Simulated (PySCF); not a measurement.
NMR data simulated for an unnamed compound:

1H NMR (600 MHz, computed): δ 7.64 (m, 2H), 7.50 (m, 2H), 7.43 (m, 1H), 4.42 (m, 2H).

13C{1H} NMR (computed): δ 140.4 (C), 138.1 (CH), 135.1 (CH), 133.1 (CH).

- structure optimised with PBE0-D3(BJ)/def2-TZVP
- B97-2/pcSseg-2 with gauge-including orbitals
- code: PySCF
- relativity neglected, one computed conformer, no solvent, averaged over atoms made equivalent by symmetry, fast rotation or ring inversion

Chemical shifts δ = σref − σ; 1H (σ = 31.64 ppm), 13C (σ = 185.38 ppm) vs TMS, all at this level.

Question: Which of these does the molecule contain: an OH group, a nitrile, a benzene ring, a CF3 group?

Answer: 
- An OH group: no.
- A nitrile: no.
- A benzene ring: yes.
- A CF3 group: no.

The data belong to SMILES c1cccc(P)c1, C$_{6}$H$_{7}$P; they needn't prove each group on their own.

Carbon signals by region: 4 in the sp2 and nitrile region (100–160 ppm).

Splittings by 31P in the carbon and heteronuclear signals aren't shown, as no couplings were computed. Shifts are as computed. Against solution values, carbons near 30 ppm lie about +3 ppm off and those near 130 ppm about +7 ppm. Of 1211 compounds with measured shifts, 218 miss one by over three times the rms of a fit or turn the order of signals round; such compounds aren't used in these exercises. Multiplicities follow the n + 1 count of equivalent neighbours, as no J values were calculated; m marks all less simple cases, F and P coupling included.
